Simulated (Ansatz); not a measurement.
System: C4H3O2 (charge 0, doublet). It need not be the lowest isomer of its formula. 
Coordinates optimised at B3LYP-D3(BJ)/def2-TZVP (Ansatz, a first-principles code):
```
C
O 1 1.3347
H 2 0.9666 1 109.61
C 1 1.3599 2 131.29 3 163.52
O 1 1.3672 2 117.36 3 -24.09
C 5 1.3608 1 105.80 2 -170.31
C 6 1.3587 5 111.26 1 -7.23
H 7 1.0755 6 127.02 5 -174.39
H 4 1.0760 1 126.17 2 -4.30
```
Charge 0, spin multiplicity 2.

Quantity: atomisation energy (electronic, to ground-state atoms), in kJ/mol. Correlated levels leave the core frozen unless marked. Open shells are spin-unrestricted. No spin-orbit coupling. Non-relativistic. The coupled-cluster limit lacks core correlation, which all-electron functionals hold. CBS marks a two-point X^-3 extrapolation of the correlation energy; Hartree-Fock from the larger set.

The UHF reference is spin-contaminated (<S^2> 0.36 over the pure value in the largest basis). 

```json
[
 {"level": "revPBE/def2-TZVPD", "program": "Ansatz", "atomisation energy (kJ/mol)": "4067.0"},
 {"level": "r2SCAN/def2-TZVPD", "program": "Ansatz", "atomisation energy (kJ/mol)": "4106.0"},
 {"level": "PBE0/6-31G*", "program": "Ansatz", "atomisation energy (kJ/mol)": "[?]"},
 {"level": "PBE0/def2-SVP", "program": "Ansatz", "atomisation energy (kJ/mol)": "[?]"},
 {"level": "PBE0-D3(BJ)/def2-TZVPD", "program": "Ansatz + dftd3", "atomisation energy (kJ/mol)": "4127.2"},
 {"level": "PBE0/def2-QZVPP", "program": "Ansatz", "atomisation energy (kJ/mol)": "[?]"},
 {"level": "r2SCAN0/def2-TZVPD", "program": "Ansatz", "atomisation energy (kJ/mol)": "3987.0"},
 {"level": "CAM-B3LYP/def2-TZVPD", "program": "Ansatz", "atomisation energy (kJ/mol)": "4052.2"},
 {"level": "LC-wPBE-D4/def2-TZVPD", "program": "Ansatz + dftd4", "atomisation energy (kJ/mol)": "4109.3"},
 {"level": "B2PLYP/def2-TZVPD", "program": "Ansatz", "atomisation energy (kJ/mol)": "[?]"},
 {"level": "PBE-QIDH/def2-TZVPD", "program": "Ansatz", "atomisation energy (kJ/mol)": "4046.3"},
 {"level": "RPA@PBE/cc-pVTZ", "program": "Ansatz", "atomisation energy (kJ/mol)": "3687.0"},
 {"level": "RPA@PBE/cc-pVQZ", "program": "Ansatz", "atomisation energy (kJ/mol)": "3749.9"},
 {"level": "SCS-MP2/cc-pVDZ", "program": "Ansatz", "atomisation energy (kJ/mol)": "3694.1"},
 {"level": "CCSD/cc-pVDZ", "program": "Ansatz", "atomisation energy (kJ/mol)": "3611.3"},
 {"level": "CCSD(T) with core electrons/cc-pwCVTZ", "program": "Ansatz", "atomisation energy (kJ/mol)": "3939.9"},
 {"level": "CCSD(T)/CBS(cc-pVTZ,cc-pVQZ)", "program": "Ansatz", "atomisation energy (kJ/mol)": "4034.0"}
]
```

Task: Some entries are withheld; supply them.

Result: 
- PBE0/6-31G*, atomisation energy (kJ/mol): 4099.8
- PBE0/def2-SVP, atomisation energy (kJ/mol): 4181.2
- PBE0/def2-QZVPP, atomisation energy (kJ/mol): 4118.0
- B2PLYP/def2-TZVPD, atomisation energy (kJ/mol): 4008.6
